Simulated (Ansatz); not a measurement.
Gas-phase electronic energies from Ansatz, PBE0-D4/def2-TZVP geometries. CCSD(T)/CBS is the MP2 limit (def2-TZVPP, def2-QZVPP) plus CCSD(T) − MP2 in def2-TZVPP, frozen cores. DFT in def2-TZVPP. B3LYP here is the variant with VWN-RPA as its local correlation; programs differ in this. Elements past krypton have def2 core potentials. For Sn outer-core shells are correlated without core-valence functions, which leaves a few kJ/mol of doubt a bond. One conformer a species, not always the lowest.

`O[SiH2]O[Si](F)(Cl)Cl` + `[NH2][SnH3]` → `[NH2][SnH2][SiH2]O` + `O[Si](F)(Cl)Cl`  (formal exchange of groups at the Si–O bond)

`O[SiH2]O[Si](F)(Cl)Cl`:

Cartesian coordinates in Å:
```
O -1.875 -1.106 -0.493
Si -0.394 -1.376 0.137
O 0.607 -0.089 -0.102
Si 0.867 1.476 0.083
F 0.288 2.256 -1.161
Cl -0.048 2.186 1.740
Cl 2.850 1.834 0.169
H -1.982 -1.096 -1.445
H -0.598 -1.565 1.586
H 0.284 -2.519 -0.514
```

`[NH2][SnH3]`:

```xyz
7

N    -0.711    0.485    0.954
Sn    0.315   -0.175   -0.671
H    -1.199   -0.257    1.441
H    -0.120    0.948    1.632
H    -0.844   -0.888   -1.698
H     1.025    1.209   -1.369
H     1.534   -1.322   -0.289
```

`[NH2][SnH2][SiH2]O`:

```xyz
11

N     0.685    1.496   -0.130
Sn    0.179   -0.196   -1.230
Si   -0.762   -1.301    0.894
O    -0.454   -0.069    1.931
H     0.222    2.335   -0.458
H     1.679    1.688   -0.135
H    -0.882    0.310   -2.474
H     1.618   -0.788   -1.941
H    -0.048   -2.549    1.274
H    -2.214   -1.611    0.804
H    -0.022    0.685    1.465
```

`O[Si](F)(Cl)Cl`:

Z-matrix (Å, degrees):
```
Si
F 1 1.579
Cl 1 2.026 2 106.6
O 1 1.612 2 111.1 3 121.9
Cl 1 2.011 2 108.3 3 -119.9
H 4 0.959 1 118.9 2 -75.5
```

(1) Is it downhill or uphill in electronic energy at CCSD(T)/CBS, and by how much? (An estimate is asked.)

(2) What do these levels give: PBE-D4, r2SCAN-D4, PBE0-D4, ωB97X-V, PBE, B3LYP, MP2/def2-TZVPP, CCSD(T)/def2-TZVPP, HF/def2-QZVPP, MP2/def2-QZVPP, MP2/CBS(def2), CCSD/CBS(def2)? (An estimate is asked.)

Largest T1 diagnostic among the species: 0.013.

Answers

(1) Ansatz gave: Uphill: ΔE = +100.4 kJ/mol.

(2) The calculation gave: PBE-D4 72.7, r2SCAN-D4 94.8, PBE0-D4 86.2, ωB97X-V 103.7, PBE 72.4, B3LYP 101.4, MP2/def2-TZVPP 105.6, CCSD(T)/def2-TZVPP 106.7, HF/def2-QZVPP 149.8, MP2/def2-QZVPP 103.1, MP2/CBS(def2) 99.3, CCSD/CBS(def2) 106.6 kJ/mol.

From PBE to PBE0 (25 % exact exchange), in def2-TZVPP and without D4, ΔE moves by +13.1 kJ/mol. In def2-TZVPP, CCSD(T) changes the Hartree–Fock value by −39.8 kJ/mol (the triples alone add −6.2 kJ/mol) and MP2 by −40.9 kJ/mol.
